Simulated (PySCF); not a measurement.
C4H5Cl2F, SMILES C(C(=C)F)C(Cl)Cl. Geometry optimised at PBE-D3(BJ)/def2-SVP. This is a generated structure with no PubChem entry under its InChIKey; it may be hypothetical. Other conformers were not sampled.

**Question.** Give the equilibrium geometry at PBE-D3(BJ)/def2-SVP (PySCF confirms it by a frequency run) as Cartesian coordinates in Å. (Estimate from the structure and the level; the computed values follow.)

**Answer.** This is not unique; one that fits is 
```xyz
12

C     -2.4022     0.1255    -0.8115
C     -1.5088    -0.5772    -0.1002
F     -1.7399    -0.8568     1.2010
C     -0.1990    -1.1248    -0.5908
C      1.0368    -0.2638    -0.3057
Cl     1.2877    -0.0116     1.4538
Cl     0.9449     1.3090    -1.1751
H     -2.2042     0.3588    -1.8651
H     -3.3272     0.4891    -0.3431
H     -0.0277    -2.1166    -0.1217
H     -0.2462    -1.2706    -1.6882
H      1.9493    -0.7632    -0.6792
```
Charge 0, spin multiplicity 1.
